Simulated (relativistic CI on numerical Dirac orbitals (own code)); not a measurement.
**Nd: what numerical and physical settings do to a radial Dirac CI calculation**

Reference input:

```
atom Nd  Z=60  charge=0  electrons=60
nucleus A=142  rms_radius_fm=4.9123
hamiltonian dirac-coulomb  breit=on  qed=on  c_scale=1
orbitals kli  potential=per-configuration
slater_scale 1
correlation none
mixing on
grid step=0.0125 r_max=323.6
scf mixing=0.4 start=green max_iterations=150 tolerance=2e-08 node_fill=0.05
configurations
  [Xe] 4f4 6s2
  [Xe] 4f2 5f 6s2 7s
end
```

Computed lowest total energy -9611.41501 Ha, first excitation 1171.9 cm⁻¹, 62 SCF steps. Runs with settings changed; * marks those that are bad on purpose (the QED terms keep the true α when c is scaled):

```
                                                              Changed    Outcome  Lowest level   ΔE (Ha)  First excitation (cm⁻¹)  SCF steps  Message
       end of the grid at 485.4 bohr, QED terms off, Slater scale 0.6  converged      4f4 5I_4     -5.48                   1200.9         64         
                SCF tolerance 1e-06, Slater scale 0.6, SCF mixing 0.7  converged      4f4 5I_4    0.0615                   1208.0         50         
grid step 0.006, end of the grid at 485.4 bohr, speed of light × 1.25  converged      4f4 5I_4       127                    743.4         46         
                                                       grid step 0.02  converged      4f4 5I_4  0.000175                   1171.9         69         
                                           nuclear radius 4912.3 fm *  converged      4f4 5I_4      4240                   3526.3         26         
                                                    Slater scale -1 *  converged      4f4 1S_0     -0.28                  19131.3         62
```

With so few configurations and no correlation, terms lie too far apart (by 10 to 50 % near neutrality), their order can be wrong, and levels of other configurations are missing.
